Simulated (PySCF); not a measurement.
C8H9, SMILES c1(c[c]c(cc1)C)C, doublet, GFN2-xTB optimised geometry.

```
17

C     -1.45     2.59     0.01
C     -0.69     1.30     0.00
C     -1.33     0.06     0.00
C     -0.60    -1.11     0.00
C      0.78    -1.11     0.00
C      1.58    -2.38    -0.02
C      1.44     0.12     0.00
C      0.68     1.25     0.00
H     -2.52     2.41    -0.11
H     -1.11     3.24    -0.80
H     -1.29     3.12     0.95
H     -2.41     0.03     0.00
H     -1.13    -2.06     0.00
H      2.38    -2.34     0.72
H      2.03    -2.53    -1.00
H      0.95    -3.24     0.21
H      2.52     0.16     0.00
```

Density from PySCF with unrestricted PBE0/def2-SVP at that geometry.

Minimum of the electron density along straight lines between bonded atoms, close to the bond critical point (lines longer than 1.1 times the sum of covalent radii, or with two minima, are not listed):

```csv
bond,length / Å,ρ at the minimum / e bohr⁻³,∇²ρ there / e bohr⁻⁵,position (fraction from the first atom)
C1–C2,1.498,0.254,-0.60,0.49
C2–C3,1.395,0.303,-0.74,0.50
C3–C4,1.384,0.312,-0.80,0.50
C4–C5,1.386,0.311,-0.79,0.50
C5–C6,1.498,0.255,-0.60,0.51
C5–C7,1.402,0.300,-0.73,0.50
C2–C8,1.371,0.316,-0.81,0.49
C7–C8,1.358,0.323,-0.84,0.49
C1–H9,1.087,0.277,-1.02,0.63
C1–H10,1.089,0.276,-1.01,0.63
C1–H11,1.090,0.274,-1.00,0.63
C3–H12,1.082,0.282,-1.06,0.63
C4–H13,1.081,0.282,-1.06,0.63
C6–H14,1.089,0.275,-1.01,0.63
C6–H15,1.090,0.274,-0.99,0.63
C6–H16,1.087,0.277,-1.01,0.63
C7–H17,1.081,0.281,-1.06,0.63
```
